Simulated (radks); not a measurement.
Results of a calculation; reference values are marked as such.
Sr36+, configuration [He].

Level of theory: non-relativistic Kohn-Sham, LB94 model potential, spin-polarised, spherical densities, point nucleus; relativity is left out, which matters for an element this heavy (a radial shooting solver on a logarithmic mesh with Libxc functionals).

Energy parts (eV):
| part | energy |
|---|---|
| kinetic | 38585.033 |
| electron-nucleus | -77874.561 |
| Hartree | 1279.143 |
(The LB94 potential has no energy functional, so no total or exchange-correlation energy is given.)

Orbitals (lengths in bohr, moments of r in powers of bohr; <r^-3> diverges for s and p1/2):
orbital,occ.,eigenvalue (eV),<r>,<r^-3>
1s,2,-18919.02,0.03991,-
2s,0,-4658.648,0.1613,-
2p,0,-4621.645,0.1353,2118

The highest occupied level is 1s at -18919.0 eV. For comparison, the ionisation energy in NIST's Atomic Spectra Database is 19345.6 eV (theoretical). In exact Kohn-Sham theory the highest level is minus the ionisation energy, but local and semilocal functionals leave it too shallow, through self-interaction and a potential that decays too fast; potentials with the right tail come closer. The electron density at the nucleus is 3.427e+04 e/bohr^3. Summed over all electrons, <r^2> = 0.004254 bohr^2, which gives a Langevin (diamagnetic) susceptibility term of -0.00337 x 10^-6 cm^3/mol.
